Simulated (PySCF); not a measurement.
(3S)-3-sulfanylbutan-2-one (C4H8OS), SMILES C(C)([C@@H](S)C)=O.

The structure is a stationary point at B3LYP-D3(BJ)/def2-SVP. Other conformers were not sampled.

Vertical ionisation energy (IE) and electron affinity (EA) in eV. Rows of orbital energies are one-electron estimates. Where ΔSCF, EOM or ADC give a negative EA the extra electron is unbound and the value depends on the basis.

| level | IE | EA |
|---|---|---|
| −ε(HOMO), −ε(LUMO), ωB97X/def2-TZVP (PySCF) | 9.36 | -1.45 |
| −ε(HOMO), −ε(LUMO), PBE/def2-TZVP (PySCF) | 5.54 | 1.95 |
